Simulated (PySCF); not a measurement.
C2H8O2Si. Atoms are numbered in the order given.

```xyz
13

C      2.0737    -0.3576     0.4336
C      0.8297     0.2012    -0.2257
O      0.5065     1.5161     0.2452
Si    -0.7780    -0.7997    -0.0350
O     -1.9816     0.2197    -0.5721
H      1.9172    -0.5260     1.5130
H      2.3558    -1.3252    -0.0102
H      2.9227     0.3348     0.3170
H      1.0202     0.3295    -1.3056
H      0.5013     1.4868     1.2098
H     -0.8220    -2.0627    -0.8258
H     -0.9286    -1.1265     1.4229
H     -1.6932     1.1367    -0.4624
```
Charge 0, spin multiplicity 1.

The structure is a stationary point at PBE0-D3(BJ)/def2-SVP. The structure was generated by enumeration; whether it is a known compound was not checked. One conformer was computed; it need not be the lowest.

Computed with PBE/def2-TZVP in PySCF.

ESP charges are fitted to the potential on shells at 1.4 to 2.0 van der Waals radii. Atomic charges (e):

```csv
atom,Löwdin,meta-Löwdin,ESP fit,Mulliken
C1,-0.33,-0.36,-0.59,-0.37
C2,-0.50,-0.11,0.23,-0.05
O3,-0.01,-0.52,-0.58,-0.42
Si4,0.15,0.80,0.35,0.36
O5,-0.12,-0.73,-0.56,-0.49
H6,0.12,0.11,0.14,0.11
H7,0.13,0.13,0.15,0.12
H8,0.13,0.12,0.17,0.13
H9,0.15,0.12,0.09,0.10
H10,0.17,0.33,0.39,0.30
H11,-0.04,-0.10,-0.06,-0.04
H12,-0.04,-0.13,-0.10,-0.07
H13,0.18,0.35,0.37,0.31
```

Computed Mayer and Wiberg (Löwdin basis) orders of the bonds:
```json
[
 {"bond": "C1–C2", "Mayer": "1.00", "Wiberg": "1.32"},
 {"bond": "C2–O3", "Mayer": "0.95", "Wiberg": "1.50"},
 {"bond": "C2–Si4", "Mayer": "1.00", "Wiberg": "1.05"},
 {"bond": "Si4–O5", "Mayer": "1.22", "Wiberg": "1.69"},
 {"bond": "C1–H6", "Mayer": "0.95", "Wiberg": "0.90"},
 {"bond": "C1–H7", "Mayer": "0.96", "Wiberg": "0.89"},
 {"bond": "C1–H8", "Mayer": "0.96", "Wiberg": "0.90"},
 {"bond": "C2–H9", "Mayer": "0.92", "Wiberg": "0.82"},
 {"bond": "O3–H10", "Mayer": "0.89", "Wiberg": "1.02"},
 {"bond": "Si4–H11", "Mayer": "0.92", "Wiberg": "0.93"},
 {"bond": "Si4–H12", "Mayer": "0.90", "Wiberg": "0.92"},
 {"bond": "O5–H13", "Mayer": "0.86", "Wiberg": "1.00"}
]
```
